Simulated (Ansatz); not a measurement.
Coupled-cluster run, C3H6SeSi (`[SiH3]/C=C1\C[Se]1`).

```yaml
crystal:
  periodic: [false, false, false]
  atoms:
    - {symbol: Si, position_ang: [-1.556030, 0.014348, 0.847485]}
    - {symbol: C, position_ang: [0.200649, 0.613648, 0.825740]}
    - {symbol: C, position_ang: [1.030733, 0.258271, -0.139266]}
    - {symbol: C, position_ang: [1.170660, -0.506029, -1.356163]}
    - {symbol: Se, position_ang: [2.802623, 0.461989, -0.760587]}
    - {symbol: H, position_ang: [-2.507821, 1.157665, 0.811765]}
    - {symbol: H, position_ang: [-1.784332, -0.849985, -0.339984]}
    - {symbol: H, position_ang: [-1.835969, -0.766706, 2.082810]}
    - {symbol: H, position_ang: [0.567860, 1.267537, 1.611770]}
    - {symbol: H, position_ang: [0.732406, -0.120797, -2.271326]}
    - {symbol: H, position_ang: [1.244719, -1.586942, -1.291645]}
basis:
  gaussian: {orbitals: def2-TZVPP}
correlation: {method: ccsd_t}
```

```sh
$ ansatz run in.yaml --threads 4 --pin off --events-out ev --progress --plain --max-ram 10444MiB
```

Log, shortened:

```
Functional definition: HF
1601 factors; integrals over basis functions are off by at most 1.1e-3 eV
mean field evaluation 1: about -76348.0407 eV, gradient 3.0e1 eV
mean field evaluation 2: about -76348.3601 eV, gradient 3.0e1 eV
mean field evaluation 4: about -76351.3488 eV, gradient 5.0e0 eV
mean field evaluation 8: about -76351.4445 eV, gradient 5.0e-1 eV
mean field evaluation 16: about -76351.4465 eV, gradient 1.6e-6 eV
mean field -76351.44648454 eV, -2805.8639054378 hartree, gradient 1.6e-6 eV, S^2 0.000000; 0 other end points of the search recorded, 0 dependent functions left out
17 core orbitals not correlated: weight in the atoms' cores, before any rotation towards them, 1.000 or more for the frozen orbitals, at most 0.000 for the correlated occupied ones
reference -76351.44648454 eV, -2805.8639054378 hartree; 19, 19 occupied and 231, 231 virtual orbitals, 1601 factors
second order -24.06258116 eV of doubles, -0.00000000 eV of singles
cycle   1  -24.16931198 eV  change   -1.1e-1 eV  update   1.2e-1
cycle   2  -24.89232096 eV  change   -7.2e-1 eV  update   3.8e-2
cycle   3  -25.04360882 eV  change   -1.5e-1 eV  update   1.9e-2
cycle   4  -25.03057121 eV  change    1.3e-2 eV  update   5.0e-3
cycle   5  -25.03094092 eV  change   -3.7e-4 eV  update   2.7e-3
cycle   6  -25.03173797 eV  change   -8.0e-4 eV  update   8.3e-4
cycle   7  -25.03136420 eV  change    3.7e-4 eV  update   4.7e-4
cycle   8  -25.03127820 eV  change    8.6e-5 eV  update   1.9e-4
cycle   9  -25.03132410 eV  change   -4.6e-5 eV  update   7.0e-5
cycle  10  -25.03128367 eV  change    4.0e-5 eV  update   2.4e-5
perturbative correction -1.18131624 eV, -0.0434125712 hartree
Total energy: -76377.65908446 eV, -2806.8272007172 hartree
```

Hardware: 4 threads of an AMD EPYC 9B45 on a shared host. Wall time 82 s, peak host memory 6.7 GiB.

Correlation energy per correlated electron: -0.690 eV. T1 diagnostic: 0.0117.
